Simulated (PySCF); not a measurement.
These compounds are isomers of formula C$_{8}$H$_{9}$OP.

A. `CC#CP(C)c1ccoc1`
B. `Cc1cc(C)pc(C=O)c1`
C. `CC(=O)c1cpcc(C)c1`
D. SMILES O=[P@@H]1C[C@@H]1c1ccccc1

Spectrum 1. 1H NMR (400 MHz, computed): δ 7.41 (m, 1H), 7.02 (m, 1H), 6.69 (m, 1H), 2.03 (s, 3H), 1.49 (m, 3H). 13C{1H} NMR (computed): δ 147.3 (CH), 143.3 (CH), 129.0 (C), 119.1 (CH), 108.7 (C), 83.6 (C), 14.0 (CH3), 6.1 (CH3).

Spectrum 2. 1H NMR (400 MHz, computed): δ 7.66 (m, 2H), 7.47 (m, 2H), 7.40 (m, 1H), 7.17 (m, 1H), 1.81 (m, 1H), 1.51 (m, 1H), 1.48 (m, 1H). 13C{1H} NMR (computed): δ 144.1 (C), 134.2 (CH), 133.7 (CH), 132.3 (CH), 26.4 (CH), 19.7 (CH2).

Spectrum 3. 1H NMR (400 MHz, computed): δ 9.92 (m, 1H), 7.78 (m, 1H), 7.73 (m, 1H), 2.86 (m, 3H), 2.61 (s, 3H). 13C{1H} NMR (computed): δ 195.5 (CH), 182.7 (C), 172.3 (C), 146.0 (CH), 144.9 (C), 144.6 (CH), 27.6 (CH3), 25.1 (CH3).

Spectrum 4. 1H NMR (400 MHz, computed): δ 9.17 (m, 1H), 8.87 (m, 1H), 8.48 (m, 1H), 2.66 (s, 3H), 2.62 (s, 3H). 13C{1H} NMR (computed): δ 199.2 (C), 168.8 (CH), 160.6 (CH), 149.8 (C), 143.0 (C), 136.8 (CH), 27.5 (CH3), 26.9 (CH3).

Computational details: NMR shieldings at PBE0/pcSseg-1/GIAO, geometry: PBE0-D3(BJ)/def2-SVP, in PySCF 2.14.0 with density-fitted response routines (equivalent nuclei averaged, single conformer, no relativistic terms, in vacuum).

Referencing at the same level of theory: TMS for 1H (31.27 ppm), 13C (184.41 ppm). Splittings of carbon signals by F and P are missing where no couplings were computed. Where no couplings were computed, multiplicities follow the n + 1 count of equivalent neighbours, and m marks all less simple cases (inequivalent or close neighbours, rings, F or P nearby). Shifts are as computed. Against solution values, carbons near 30 ppm lie about +2 ppm off and those near 130 ppm about +5 ppm (rms about the fit 1.9 ppm; single classes can miss by 10 ppm). Of 1328 compounds with measured shifts, 309 miss one by over three times the rms of a fit or turn the order of signals round; such compounds aren't used in these exercises. Signals without a measured value on file couldn't be tested in this way; 1H shifts scatter by 0.2 ppm about their fit, and single ones miss by 0.5 ppm.

Question: Match each spectrum to its structure.

Answer: 1–A, 2–D, 3–B, 4–C.

- Spectrum 1 (A): 8 13C signals; δC 83.6 is an alkyne carbon; δC 6.1 is a propargylic methyl carbon.
- Spectrum 2 (D): 6 13C signals; δC 134.2 is an aromatic CH; δC 133.7 is an aromatic CH.
- Spectrum 3 (B): 8 13C signals; δC 195.5 is an aldehyde carbonyl carbon; δC 27.6 is a methyl carbon on an aromatic ring.
- Spectrum 4 (C): 8 13C signals; δC 199.2 is a ketone carbonyl carbon; δC 136.8 is an aromatic CH.
